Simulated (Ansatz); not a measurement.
AlFH4Si2, SMILES `F[SiH]1[AlH][SiH2]1`, 8 atoms. The species carries charge 0 and has multiplicity 1. All runs use 2 threads of an Arm Neoverse V1 on a shared host. Correlated methods freeze the cores.

Give the basis size and wall time and peak host memory of each of these runs in Ansatz. RKS ωB97M-V/def2-SVP energy; RKS PBE0-D4/def2-TZVPP energy; RKS PBE0-D4/def2-QZVPP energy; RKS PBE0-D4/def2-TZVP frequencies; RHF-CCSD(T)/def2-TZVPP energy; RHF-MP2/def2-QZVPP energy; direct RPA on PBE orbitals/def2-TZVPP energy; RKS HSE06 (plane-wave form)-D4/def2-TZVPP energy; RKS CAM-B3LYP-D4/def2-TZVPP energy; RKS PBE0-D4/def2-SVP energy; RKS B2PLYP (frozen core)/def2-TZVPP energy; RKS PBE0-D4/def2-TZVP relaxation (7 steps). (An estimate is asked.)

Ansatz gave: Other jobs shared the machine, so times are rough.

```
                                    level                   job  functions  wall time  peak host memory (GiB)
                     RKS PBE0-D4/def2-SVP                energy         88      1.6 s                    0.16
                   RKS PBE0-D4/def2-TZVPP                energy        213      4.6 s                    0.49
RKS HSE06 (plane-wave form)-D4/def2-TZVPP                energy        213      4.8 s                    0.51
              RKS CAM-B3LYP-D4/def2-TZVPP                energy        213      5.5 s                    0.55
    direct RPA on PBE orbitals/def2-TZVPP                energy        213      6.5 s                     0.4
      RKS B2PLYP (frozen core)/def2-TZVPP                energy        213        8 s                    0.48
                     RKS ωB97M-V/def2-SVP                energy         88        9 s                    0.26
                   RKS PBE0-D4/def2-QZVPP                energy        387       14 s                     1.1
                       RHF-MP2/def2-QZVPP                energy        387       24 s                     1.7
                    RKS PBE0-D4/def2-TZVP  relaxation (7 steps)        166       33 s                    0.38
                   RHF-CCSD(T)/def2-TZVPP                energy        213       76 s                     2.7
                    RKS PBE0-D4/def2-TZVP           frequencies        166    2.5 min                    0.38
```
